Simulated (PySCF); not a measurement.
AlClH5NO2Si, SMILES [Al]([OH])([NH][SiH2]Cl)[OH].

Geometry optimised at PBE0-D3(BJ)/def2-SVP. The structure was generated by enumeration; whether it is a known compound was not checked. The values are those of a single conformer.

Computed with C-PCM-M06-2X/def2-SVP (PySCF).

The values are the electrostatic part of the solvation free energy, E(continuum) − E(gas) at the gas-phase geometry, in a cavity of scaled van der Waals radii (PySCF's table); cavitation and dispersion terms are not included. A continuum can't describe solvent molecules that bind to the metal. In vacuum the orbital gap is 9.68 eV. The dipole moment in vacuum is 1.64 D.

### Question
Estimate the values in water (ε = 78.36), diethylether (ε = 4.24), cyclohexanone (ε = 15.62). (The exact figures need the calculation; the answer reports its results.)

### Answer

```tsv
solvent	ε	ΔG(elec) (kcal/mol)	dipole (D)	gap (eV)
water	78.36	-9.8	2.06	9.79
diethylether	4.24	-7.4	1.95	9.77
cyclohexanone	15.62	-9.2	2.03	9.79
```
